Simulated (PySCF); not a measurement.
Frontier orbitals and the lowest excitations

C₈H₈ClP.
Z-matrix (Å and degrees, PBE0-D3(BJ)/def2-SVP geometry), rows numbered from 1:
```
Cl
C   1  1.7400
C   2  1.3945  1  117.93
C   3  1.3920  2  122.19  1   180.00
C   4  1.3974  3  125.41  2     0.03
C   5  1.4861  4  118.23  3  -179.88
C   6  1.5112  5  121.28  4   143.09
C   7  1.4886  6   60.45  5   110.42
P   5  1.7561  4  122.33  3     0.00
C   2  1.3887  1  118.86  3   179.99
H   3  1.0914  2  118.45  1    -0.00
H   4  1.0959  3  117.01  2  -179.99
H   6  1.0947  5  113.36  4    -1.41
H   7  1.0946  6  116.51  8  -108.69
H   7  1.0932  6  117.68  8   109.36
H   8  1.0931  6  117.60  7  -109.35
H   8  1.0947  6  116.63  7   108.70
H  10  1.0941  2  117.83  1     0.05
```

Computed with TDDFT CAM-B3LYP/def2-SVPD, vertical, gas phase, core orbitals frozen in the response (PySCF 2.14.0, density-fitted response routines).

Kohn–Sham orbitals with the atoms that hold most of them (Löwdin shares over 4%, at most four atoms; ? is withheld):

```csv
orbital,ε (eV),atoms
LUMO+2,1.25,"Cl1 19%, H12 12%, C4 11%, H13 8%"
LUMO+1,0.06,"C2 18%, C4 17%, C5 17%, C10 16%"
LUMO,-0.73,"P9 32%, C3 16%, C5 14%, C10 14%"
HOMO,-7.92,?
HOMO-1,-8.80,?
HOMO-2,-9.20,"P9 57%, C5 12%, C10 10%, Cl1 5%"
HOMO-3,-10.18,"Cl1 32%, C6 16%, C7 9%, C8 8%"
```

(1) Give the leading atoms of the HOMO.

(2) Which atoms hold the HOMO-1, and with what shares?

(3) The HOMO–LUMO gap is 7.19 eV. Where does the response calculation put the lowest singlet, and from which orbitals?

(4) One configuration dominates each of S1, S3, S5 and S6. Which, and how do the shares of the two leading atoms of either orbital change from the occupied to the empty one?

## Answers

(1) C5 (bonded to 2 C and P) 18%; P9 (bonded to 2 C) 18%; C2 (bonded to 2 C and Cl) 12%; Cl1 (bonded to C) 11%. By element: carbon 31% or more, phosphorus 18%, chlorine 11%.

(2) C10 (bonded to C, P and H) 28%; C4 (bonded to 2 C and H) 18%; P9 (bonded to 2 C) 15%; C3 (bonded to 2 C and H) 12%. By element: carbon 58% or more, phosphorus 15%.

(3) S1 is at 4.36 eV (f = 0.027), 2.84 eV below the gap, made of HOMO→LUMO (72%), HOMO-1→LUMO (9%), HOMO→LUMO+1 (9%). Without the coupling terms of the response equations the lowest excitation would equal the gap.

(4) 
- S1 (4.36 eV, f 0.027), HOMO→LUMO (72%): C5 18% → 14%, P9 18% → 32%, C3 at most 11% → 16%
- S3 (5.00 eV, f 0.015), HOMO-2→LUMO (97%): P9 57% → 32%, C5 12% → 14%, C3 at most 5% → 16%
- S5 (5.76 eV, f 0.0007), HOMO-2→LUMO+1 (97%): P9 57% → at most 17%, C5 12% → 17%, C2 at most 5% → 18%, C4 at most 5% → 17%
- S6 (6.14 eV, f 0.258), HOMO-1→LUMO+1 (80%): C10 28% → 16%, C4 18% → 17%, C2 at most 12% → 18%

One conformer stands for the species.
